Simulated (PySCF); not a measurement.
# WOBr3 at several levels of theory

Computed with PySCF 2.14.0 (density fitting, no spin-orbit coupling) at the geometry relaxed with PBE:

```xyz
5
WOBr3 (doublet)
W     0.2585    0.0000    0.2557
O     1.5373    0.0000    1.3768
Br    0.6678    1.8359   -1.2886
Br   -1.9967    0.0000    1.1559
Br    0.6678   -1.8359   -1.2886
```

| level | basis | state | HOMO (eV) | gap (eV) | charge on W1 (e) | dipole about the centre of mass (D) | largest force component (eV/Å) |
| --- | --- | --- | --- | --- | --- | --- | --- |
| PBE | W def2-SVP with ECP60, O def2-SVP, Br def2-SVP | doublet | -5.05 | 0.56 | 0.70 | 1.22 | 0.00 |
| PBE | W def2-TZVP with ECP60, O def2-TZVP, Br def2-TZVP | doublet | -5.09 | 0.54 | 1.00 | 1.27 | 0.16 |
| PBE | W x2c-SVPall, O x2c-SVPall, Br x2c-SVPall | doublet | -5.12 | 0.50 | 0.45 | 1.31 | 0.57 |

HOMO and gap are taken over both spins. Charges are Mulliken's, which hang on the basis. The relaxation used the grid (50, 194), these runs (75, 302) or, all-electron (x2c bases, spin-free X2C Hamiltonian), (99, 590).

(1) Order these levels, in the first row's basis, by the HOMO–LUMO gap they give here, smallest first.
A. wB97X
B. PBE0
C. CAM-B3LYP
D. M06-L

(2) And their other results?

Open shells may have lower solutions than the one found.

## Answers

(1) D (0.90 eV), B (2.71 eV), C (5.15 eV), A (7.10 eV).

(2) 
| level | state | HOMO (eV) | gap (eV) | charge on W1 (e) | dipole about the centre of mass (D) | largest force component (eV/Å) |
| --- | --- | --- | --- | --- | --- | --- |
| PBE0 | doublet | -6.67 | 2.71 | 0.90 | 1.30 | 1.06 |
| M06-L | doublet | -5.39 | 0.90 | 1.08 | 1.26 | 0.52 |
| wB97X | doublet | -9.06 | 7.10 | 0.96 | 1.29 | 1.48 |
| CAM-B3LYP | doublet | -8.01 | 5.15 | 0.89 | 1.32 | 1.16 |
